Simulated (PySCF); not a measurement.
## How methods differ on the ionisation energy of Tc

Tc [Kr] 4d5 5s2 (6S) → Tc⁺ [Kr] 4d5 5s1 (7S), as a difference of total energies. All numbers are calculated (PySCF 2.14, a scalar-relativistic core potential, in aug-cc-pVDZ-PP with ECP28MDF (5s5p4d2f, 54 functions)). Correlated levels: valence: 4s2 4p6 frozen. The calculations carry no spin-orbit coupling.

```json
{"method": "UHF", "ionisation energy (eV)": "5.576"}
{"method": "MP2 (valence)", "ionisation energy (eV)": "6.701"}
{"method": "SCS-MP2 (valence)", "ionisation energy (eV)": "6.936"}
{"method": "CCSD (valence)", "ionisation energy (eV)": "6.836"}
{"method": "CCSD(T) (valence)", "ionisation energy (eV)": "6.920"}
```

**Question.** How much does correlation contribute at CCSD(T) (valence)?

**Answer.** 6.920 − (5.576) = 1.344 eV, measured against UHF.

Errors of the correlated levels include the incompleteness of this basis and the frozen core.

For comparison: 7.119 eV (measured; NIST Atomic Spectra Database, ionization energies).
